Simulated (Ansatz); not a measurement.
Two isomers of CH10N2Si2: A = `N[SiH2]C(N)[SiH3]`, B = `NC([SiH3])N[SiH3]`.

Program: Ansatz. Geometries: PBE0-D4/def2-TZVP. ΔE: electronic, gas phase. CCSD(T)/CBS adds triple-zeta CCSD(T) − MP2 to the extrapolated MP2 energy (def2 sets, frozen cores). Functionals use def2-TZVPP. B3LYP here is the variant with VWN-RPA as its local correlation; programs differ in this. Each species was taken in one conformer, which may not be the lowest.

**Question.** Which is lower in electronic energy at CCSD(T)/CBS, and by how much? (Estimate.)

**Answer.** Computed: A, by 69.2 kJ/mol.

**Question.** Give E(B) − E(A) in kJ/mol with CCSD/def2-TZVPP, r2SCAN-D4, ωB97M-V, B2PLYP, B3LYP, CCSD(T)/def2-TZVPP, MP2/def2-TZVPP. (Estimate.)

**Answer.** The calculation gave: CCSD/def2-TZVPP 66.9, r2SCAN-D4 67.8, ωB97M-V 68.2, B2PLYP 67.0, B3LYP 65.3, CCSD(T)/def2-TZVPP 66.6, MP2/def2-TZVPP 70.4. None reverses the order clearly.

Largest T1 diagnostic: 0.011.
